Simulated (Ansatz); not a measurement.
A geometry optimisation of AlB2FH4 with PBE0-D3(BJ)/def2-SVP

The starting geometry of this gas-phase singlet was optimised with GFN2-xTB.

```xyz
8

Al   -0.4824    0.6184    0.1597
B     0.0498   -1.2419   -0.6606
B     0.8752   -0.8785    0.7342
F    -1.3000    2.0637    0.2630
H     1.9215   -0.3073    0.7507
H     0.4409   -0.9592   -1.7506
H     0.4995   -1.1869    1.8226
H    -0.9817   -1.8389   -0.6799
```

Where would you expect an optimisation with PBE0-D3(BJ)/def2-SVP to take it?

New bonds form, giving a structure with H5 bridging B3 and Al1, H6 bridging B2 and Al1, given below by its coordinates. Contacts that close: Al1–H5 (2.64 → 1.85 Å), Al1–H6 (2.64 → 1.85 Å).

The energy falls by 0.71 eV over 17 steps:

| step | E − E(last) (eV) |
| --- | --- |
| 1 | 0.706 |
| 3 | 0.547 |
| 5 | 0.546 |
| 6 | 0.546 |
| 8 | 0.540 |
| 10 | 0.262 |
| 12 | 0.089 |
| 13 | 0.009 |
| 15 | 0.000 |
| 17 | 0.000 |

Final geometry (Å):

```xyz
8

Al   -0.4084    0.5544    0.1352
B    -0.0892   -1.3475   -0.5361
B     0.7351   -0.9882    0.8294
F    -0.5774    2.1716   -0.1884
H     1.2513    0.1914    0.8642
H    -0.1260   -0.4090   -1.4175
H     0.9466   -1.5906    1.8478
H    -0.7094   -2.3125   -0.8954
```

Frequencies at the end are all real (lowest 166 cm⁻¹). Run with Ansatz 0.2.0, 17 s on 2 threads of Intel(R) Xeon(R) Platinum 8488C (Sapphire Rapids), on a shared host.
